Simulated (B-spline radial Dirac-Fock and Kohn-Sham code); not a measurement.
**Dipole and non-dipole photoemission parameters of Pr 5p1/2**

System: the free praseodymium atom in the configuration [Xe] 4f3 6s2; threshold 26.65 eV (orbital energy of the model). Method: Dirac-Hartree-Slater photoionisation with a Latter tail; cross sections with all multipoles, angular parameters from the dipole term and its interference with E2. Computed with an atomic code on a B-spline grid.

Input of the calculation (task.json; shells as n, l, electrons):

```json
{"items": [{
  "Z": 59,
  "q": 0,
  "cfg": [[1, 0, 2], [2, 0, 2], [2, 1, 6], [3, 0, 2], [3, 1, 6], [3, 2, 10], [4, 0, 2], [4, 1, 6], [4, 2, 10], [4, 3, 3], [5, 0, 2], [5, 1, 6], [6, 0, 2]],
  "A": 141,
  "rrms": 4.8919,
  "do": "xps",
  "hv": [72.3, 80, 82.8, 98.9, 100, 101.0, 150, 200, 219.0, 236.0, 335.0, 427.0, 1253.6, 1320.0, 1360.0, 1380.0, 1480.0, 1486.9, 1820.0, 2000, 3420.0, 3440.0, 3990.0, 4690.0, 5250.0, 5530.0, 6000, 8950.0, 11300.0, 12300.0],
  "edges": {"K": 41991.0, "L1": 6835.0, "L2": 6440.0, "L3": 5964.0, "M1": 1511.0, "M2": 1337.0, "M3": 1242.0, "M4": 948.3, "M5": 928.8, "N1": 304.5, "N2": 236.3, "N3": 217.6, "N4": 115.1, "N5": 115.1}
}]}
```

Command: `python xray2_run.py task.json out`

For linearly polarised light dσ/dΩ = σ/(4π) [1 + β P₂(cos θ) + (δ + γ cos²θ) sin θ cos φ], with θ from the polarisation vector and φ the angle between the beam and the projection of the electron momentum on the plane normal to the polarisation.

| hν (eV) | σ (kb) | β | γ | δ |
| --- | --- | --- | --- | --- |
| 72.3 | 217 | 0.786 | 0.335 | -0.026 |
| 80 | 161 | 0.507 | 0.302 | -0.022 |
| 82.8 | 147 | 0.417 | 0.284 | -0.020 |
| 98.9 | 96.7 | 0.050 | 0.152 | -0.006 |
| 100 | 94.5 | 0.035 | 0.143 | -0.005 |
| 101 | 92.7 | 0.022 | 0.135 | -0.004 |
| 150 | 50.9 | 0.107 | -0.059 | 0.029 |
| 200 | 37.9 | 0.525 | 0.013 | 0.032 |
| 219 | 34.8 | 0.659 | 0.054 | 0.031 |
| 236 | 32.5 | 0.765 | 0.089 | 0.029 |
| 335 | 23.1 | 1.168 | 0.228 | 0.018 |
| 427 | 17.8 | 1.362 | 0.269 | 0.011 |
| 1253.6 | 4.14 | 1.708 | 0.027 | -0.001 |
| 1320 | 3.80 | 1.712 | 0.015 | -0.002 |
| 1360 | 3.62 | 1.714 | 0.009 | -0.002 |
| 1380 | 3.54 | 1.714 | 0.006 | -0.002 |
| 1480 | 3.14 | 1.717 | -0.006 | -0.002 |
| 1486.9 | 3.12 | 1.717 | -0.007 | -0.002 |
| 1820 | 2.20 | 1.716 | -0.023 | -0.002 |
| 2000 | 1.85 | 1.713 | -0.019 | -0.002 |
| 3420 | 0.655 | 1.657 | 0.151 | -0.001 |
| 3440 | 0.647 | 1.656 | 0.155 | 0.000 |
| 3990 | 0.475 | 1.631 | 0.248 | 0.001 |
| 4690 | 0.335 | 1.600 | 0.371 | 0.004 |
| 5250 | ? | ? | ? | ? |
| 5530 | 0.232 | 1.565 | 0.516 | 0.009 |
| 6000 | 0.192 | 1.546 | 0.594 | 0.012 |
| 8950 | 0.0737 | 1.441 | 1.031 | 0.033 |
| 11300 | 0.0408 | 1.370 | 1.317 | 0.053 |
| 12300 | 0.0327 | 1.343 | 1.424 | 0.063 |

Problem. Give the values at 5250 eV.

Solution. σ = 0.261 kb, β = 1.576, γ = 0.468, δ = 0.007.
